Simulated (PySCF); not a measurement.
Input file for PySCF: R-M06-2X/6-31G* on CH5AlS (SMILES C[S][AlH2]), a point of a torsion scan.

```python
from pyscf import gto, scf, dft, mp
from pyscf.data.elements import chemcore

mol = gto.M(
    atom='''
    C     1.34008461    0.17438951    0.08513883
    S     0.24684499   -1.17905958    0.68891256
    Al   -1.64668281   -0.31704723   -0.00524285
    H     2.05105814   -0.25660974   -0.61224928
    H     1.86446900    0.58694754    0.94072105
    H     0.75241353    0.95298290   -0.40838107
    H    -1.59164095    1.04348035   -0.73696093
    H    -3.01043246   -0.99376148    0.19882863
    ''',
    basis='6-31g*',
    cart=True,
    charge=0, spin=0, verbose=3, max_memory=1800)
mf = dft.RKS(mol, xc='m062x')
mf.conv_tol = 1e-8
mf.max_cycle = 100
mf.kernel()
if not mf.converged:
    mf = mf.newton().run(mf.mo_coeff, mf.mo_occ)
```

The log:

```
converged SCF energy = -681.645783770056
```

The calculation finished and met its thresholds.

Cost: roughly 10 core-seconds.
